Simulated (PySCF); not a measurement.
Computed data sheet: `[AlH3-][NH]C(C)=O`

C2H7AlNO (charge -1).
Atom-mapped SMILES: `[CH3:1][C:2](=[O:3])[NH:4][AlH3-:5]` (hydrogens: H6, H7, H8 on C1; H9 on N4; H10, H11, H12 on Al5)

Cartesian coordinates in Å at the PBE0-D3(BJ)/def2-SVP level; atoms count from 1:
```xyz
12
C2H7AlNO angstrom
C      2.1035    0.0094   -0.0460
C      0.6897    0.1540    0.5352
O      0.5545    0.4793    1.7093
N     -0.3184   -0.0939   -0.3173
Al    -2.2194   -0.0266   -0.0205
H      2.2541    0.7079   -0.8856
H      2.2668   -1.0106   -0.4311
H      2.8392    0.2233    0.7399
H     -0.0086   -0.3513   -1.2485
H     -2.7065    1.4845    0.3638
H     -2.7666   -0.4499   -1.5182
H     -2.6872   -1.1267    1.0928
```

Among its groups: amide.

From PBE0-D3(BJ)/def2-SVP geometry optimisation, gas phase (PySCF):

- Point group: Cs
- Rotational constants A, B, C: 9.209, 2.081, 1.760 GHz

PBE0/pcSseg-1 ground state and GIAO shieldings, non-relativistic (PySCF):

* HOMO energy: -2.35 eV
* LUMO energy: 4.68 eV
* HOMO–LUMO gap: 7.03 eV
* Lowest Hirshfeld atomic charge: -0.34 e on O3
* Highest Hirshfeld atomic charge: +0.17 e on Al5
* 13C chemical shifts (computed TMS as zero) by class: 171.5 (C2), 27.1 (C1) ppm
* 1H chemical shifts (computed TMS as zero) by class: 3.84 (H10/H11/H12), 3.27 (H9), 1.40 (H6/H7/H8) ppm
* Isotropic shieldings of nuclei other than C and H, by class: 127 (N4), -87 (O3), 463 (Al5) ppm
* Mayer bond orders between heavy atoms: C1–C2 0.97, C2–O3 1.84, C2–N4 1.26, N4–Al5 0.58

From delta-SCF UKS SCAN, pcX-2 on the ionised atom, pcseg-1 elsewhere, spin-free X2C (PySCF):

- Core binding energies: C1s 287.3 (C1), C1s 288.9 (C2), N1s 399.8 (N4), O1s 532.2 (O3), Al1s 1560.5 (Al5) eV

Monoisotopic mass of the ion (most abundant isotopes, electron mass counted): 88.0349 u.

With B = h/(8π²I), that is 505.379 GHz u Å² over I, the principal moments of inertia are 54.9, 242.8 and 287.1 u Å² (most abundant isotopes); the inertial defect Ic − Ia − Ib is -10.6 u Å² (zero for a rigid planar frame, negative otherwise). The rotational constants make it an asymmetric top with κ = (2B − A − C)/(A − C) = -0.91, nearer the prolate limit (−1).

 The geometry's basis has no diffuse functions, a weakness for an anion. NMR classes are plain means over equivalent atoms (diastereotopic ones count apart unless rotation or inversion swaps them), as if these changed places fast; in this geometry the members of some classes differ. No diffuse functions stand in pcSseg-1, which bears on an anion's orbital energies.

For the geometry optimisation (PBE0-D3(BJ)/def2-SVP), on an x86-64 server with one thread, no GPU (shared host), this took 30 s wall.

One conformer stands for the species.
